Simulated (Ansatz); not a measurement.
`[NH2][SbH][SiH3]` + `C=C[Si](O)(O)O` → `C=C[Si](O)(O)O[SiH3]` + `[NH2][SbH2]`  (cleavage of the Si–Sb bond)

Program: Ansatz. Geometries: PBE0-D4/def2-TZVP. ΔE: electronic, gas phase. CBS: MP2 limit from def2 TZ/QZ plus the TZ coupled-cluster correction, frozen cores. Functionals use def2-TZVPP. B3LYP here is the variant with VWN-RPA as its local correlation; programs differ in this. Elements past krypton have def2 core potentials. For Sb outer-core shells are correlated without core-valence functions, which leaves a few kJ/mol of doubt a bond. Each species was taken in one conformer, which may not be the lowest.

`[NH2][SbH][SiH3]`:

Z-matrix (Å, degrees):
```
Si
Sb 1 2.588
H 1 1.489 2 109.7
H 1 1.490 2 110.4 3 -119.0
H 1 1.489 2 111.2 3 120.0
N 2 2.046 1 98.2 3 81.2
H 2 1.711 1 90.0 3 175.0
H 6 1.012 2 113.7 1 24.7
H 6 1.012 2 110.7 1 -97.0
```

`C=C[Si](O)(O)O`:

Cartesian coordinates in Å:
```
C -0.381 1.578 -1.220
C 0.064 1.193 -0.027
Si 0.171 -0.577 0.494
O -0.382 -0.622 2.030
O -0.663 -1.535 -0.549
O 1.691 -1.182 0.508
H -0.720 0.859 -1.961
H -0.423 2.623 -1.516
H 0.394 1.961 0.670
H -0.175 -1.405 2.543
H -1.599 -1.358 -0.653
H 2.024 -1.538 -0.317
```

`C=C[Si](O)(O)O[SiH3]`:

Cartesian coordinates in Å:
```
C 1.751 -1.766 -0.907
C 1.288 -0.529 -0.751
Si 0.346 -0.002 0.742
O 0.226 -1.200 1.851
O 1.153 1.258 1.392
O -1.183 0.416 0.338
Si -2.100 1.375 -0.618
H 2.300 -2.072 -1.794
H 1.606 -2.525 -0.144
H 1.472 0.194 -1.545
H -0.607 -1.672 1.879
H 0.916 1.531 2.280
H -3.413 0.714 -0.820
H -1.444 1.583 -1.935
H -2.310 2.694 0.033
```

`[NH2][SbH2]`:

Z-matrix (Å, degrees):
```
N
Sb 1 2.036
H 1 1.012 2 114.0
H 1 1.012 2 111.2 3 122.4
H 2 1.710 1 93.5 3 63.2
H 2 1.724 1 99.5 3 -27.6
```

```
             level  ΔE (kJ/mol)  difference from CCSD(T)/CBS
         r2SCAN-D4        -68.3                          3.3
            B2PLYP        -77.1                         -5.5
              PBE0        -58.4                         13.2
             B3LYP        -74.6                         -3.0
     HF/def2-TZVPP       -101.5                        -29.9
SCS-MP2/def2-TZVPP        -83.5                        -11.9
CCSD(T)/def2-TZVPP        -76.5                         -4.9
    MP2/def2-QZVPP        -73.9                         -2.3
      HF/CBS(def2)       -104.3                        -32.7
    CCSD/CBS(def2)        -75.8                         -4.2
       CCSD(T)/CBS        -71.6                            0
```

Largest T1 diagnostic among the species: 0.014.

From PBE to PBE0 (25 % exact exchange), in def2-TZVPP and without D4, ΔE moves by −8.3 kJ/mol. In def2-TZVPP, CCSD(T) changes the Hartree–Fock value by +25.0 kJ/mol (the triples alone add +4.2 kJ/mol) and MP2 by +25.6 kJ/mol.
